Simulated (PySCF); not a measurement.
Ge(NH2)2, SMILES [NH2][Ge][NH2] (CAM-B3LYP/def2-SVP optimised geometry):

```
7

Ge    -0.636    -0.824     0.000
N      1.187    -0.824     0.000
H      1.710    -1.693     0.000
H      1.798    -0.013     0.000
N     -0.869     0.983     0.000
H     -0.142     1.693     0.000
H     -1.798     1.390     0.000
```

Method: CAM-B3LYP/def2-TZVP run with PySCF.

What are the frontier orbital energies and the dipole moment?

HOMO-2 -9.61 eV, HOMO-1 -8.32 eV, HOMO -8.12 eV, LUMO 0.48 eV, LUMO+1 1.73 eV; dipole moment 1.37 D.

On the same geometry PBE/def2-TZVP run with PySCF gives HOMO-2 -6.72 eV, HOMO-1 -5.69 eV, HOMO -5.55 eV, LUMO -1.30 eV, LUMO+1 0.09 eV; dipole moment 1.54 D.

Meta-Löwdin charges at CAM-B3LYP/def2-TZVP: Ge1 0.46, N2 -0.67, H3 0.23, H4 0.21, N5 -0.67, H6 0.21, H7 0.23.
